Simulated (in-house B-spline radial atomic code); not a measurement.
Settings and results of a run for Pd⁴⁺. Level of theory: scalar-relativistic (X2C) RPBE, spin-polarised, spherical fractional occupations, Fermi nucleus of rms radius 4.5318 fm; calculated with a B-spline radial code for spherical atoms.

Command:
```bash
python run_scf.py task.json out
```
Settings (nuclear radius in fm, mass in u):
```
Z                46
configuration    [Kr] 4d6
hamiltonian      x2c
method           rpbe,pbe
spin_polarised   True
nucleus          fermi
rms_radius       4.5318
atomic_mass      105.90348
speed_of_light   137.035999084
```

Output (hartree, bohr):
```
 radial grid: 68 intervals, B-splines of order 8, outer radius 22.1277 bohr

 iter        energy (Eh)    residual
    1       -5029.729266    6.39e-01
    2       -5036.370778    4.19e-01
    3       -5041.021292    9.73e-02
    4       -5041.240515    2.35e-02
    5       -5041.248164    1.18e-02
    6       -5041.251054    2.97e-03
    7       -5041.251242    3.14e-04
    8       -5041.251244    9.47e-06
    9       -5041.251244    7.62e-07
   10       -5041.251244    8.64e-08

 total energy                     -5041.25124
 kinetic                            5266.2934
 electron-nucleus                 -12131.2905
 Hartree                            1967.2487
 exchange-correlation               -143.5028

 orbital      occ     eigenvalue          <r>       <r^2>       <1/r>       r_max
 1s up      1.000      -888.8394    0.0313119  0.00133557     50.1235     0.02001
 1s down    1.000      -888.8397    0.0313119  0.00133556     50.1236     0.02001
 2s up      1.000      -131.6864     0.137892   0.0224787     11.2939      0.1167
 2s down    1.000      -131.6558     0.137879   0.0224749     11.2954      0.1167
 2p up      3.000      -118.3200     0.120396   0.0177177     10.6214     0.09315
 2p down    3.000      -118.2971      0.12038   0.0177131     10.6227     0.09314
 3s up      1.000       -25.5410     0.378963     0.16447     3.90309      0.3419
 3s down    1.000       -25.5271     0.378905    0.164382     3.90252       0.342
 3p up      3.000       -21.1441      0.37837    0.166431     3.66165       0.335
 3p down    3.000       -21.1278     0.378271    0.166289      3.6613      0.3351
 3d up      5.000       -14.1511     0.357463    0.152504     3.42105      0.2822
 3d down    5.000       -14.1240     0.357347    0.152317     3.42083      0.2825
 4s up      1.000        -5.3061     0.933959    0.985435     1.48585      0.8495
 4s down    1.000        -5.1782     0.931202     0.98035     1.49281      0.8469
 4p up      3.000        -4.0271      1.01355     1.16995     1.33573      0.9041
 4p down    3.000        -3.8942      1.01172     1.16748     1.34079      0.9011
 4d up      5.000        -2.1566      1.24475     1.80783     1.05763       1.042
 4d down    1.000        -2.0250       1.2584     1.85752     1.05121       1.039
```

Cost of the run: 0.31 s on 1 thread of Arm Neoverse V1, on a shared host.

One-electron X2C: radii and densities carry no picture-change correction, so inner-shell <1/r> comes out high (for 1s by about 2 % at Z = 33, 5 % at 54, 10 % at 75, 30 % at 118) and <r> low.
